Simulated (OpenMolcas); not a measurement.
Cr4+: moving or changing the point charges

Cr4+ among 6 point charges of -2.2 e arranged as a tetragonal octahedron (D4h), 2.14 Å from the ion, with the axial distance 2.354 Å.

* Program: OpenMolcas
* Method: SS-CASPT2, IPEA 0.25 Eh, imaginary shift 0.1 Eh (closed shells correlated: 3s 3p)
* Basis: ANO-RCC-VDZP [5s4p2d1f]
* Scalar Hamiltonian: DKH2, point nucleus
* Active space: 2 electrons in 5 orbitals (3d)
* State averaging: 2S+1 = 3 even, 10 roots; 2S+1 = 1 even, 15 roots
* Spin-orbit coupling: RASSI with atomic mean-field integrals over the reference wave functions

Runs around this geometry, states (labels of D4, the rotations of D4h). Energies in cm-1 above the lowest state or level, χT in cm3 K/mol.

```json
{"R (Å)": "2.14", "q (e)": "-2.2", "Axial / equatorial distance": "1.01", "Ground state": "3A2", "First state of that spin": "3E 250", "First gap with spin-orbit (degeneracies)": "120 (1, 2)", "χT at 300 K": "0.589", "First state of another spin": "1B2 13760"}
{"R (Å)": "2.14", "q (e)": "-1.76", "Axial / equatorial distance": "1.1", "Ground state": "3A2", "First state of that spin": "3E 180", "First gap with spin-orbit (degeneracies)": "150 (1, 2)", "χT at 300 K": "0.561", "First state of another spin": "1B2 13500"}
{"R (Å)": "1.96", "q (e)": "-2.2", "Axial / equatorial distance": "1.1", "Ground state": "3A2", "First state of that spin": "3E 810", "First gap with spin-orbit (degeneracies)": "110 (1, 2)", "χT at 300 K": "0.635", "First state of another spin": "1B2 13830"}
{"R (Å)": "2.14", "q (e)": "-2.2", "Axial / equatorial distance": "1.1", "Ground state": "3A2", "First state of that spin": "3E 340", "First gap with spin-orbit (degeneracies)": "150 (1, 2)", "χT at 300 K": "0.568", "First state of another spin": "1B2 13610"}
{"R (Å)": "2.36", "q (e)": "-2.2", "Axial / equatorial distance": "1.1", "Ground state": "3A2", "First state of that spin": "3E 490", "First gap with spin-orbit (degeneracies)": "170 (1, 2)", "χT at 300 K": "0.564", "First state of another spin": "1B2 13410"}
```

Free-ion shares, where given, are those of the reference states; single-state CASPT2 does not remix them. Spin-orbit coupling mixes the spin-free states strongly: the lowest level takes only 61 % from its leading state, 3A2 (figures for R = 2.14, q = -1.76, ratio = 1.1; the like holds for R = 2.14, q = -2.2, ratio = 1.1, R = 2.36, q = -2.2, ratio = 1.1). The ground term spreads over less than 5000 cm-1, several times less than with real ligands, so orbital moments are less quenched and χT lies further from the spin-only value than at real sites (holds for R = 2.14, q = -1.76, ratio = 1.1; R = 2.36, q = -2.2, ratio = 1.1). Point charges carry no covalency, so the field is a model and not that of real ligands. No measured value stands beside these numbers.
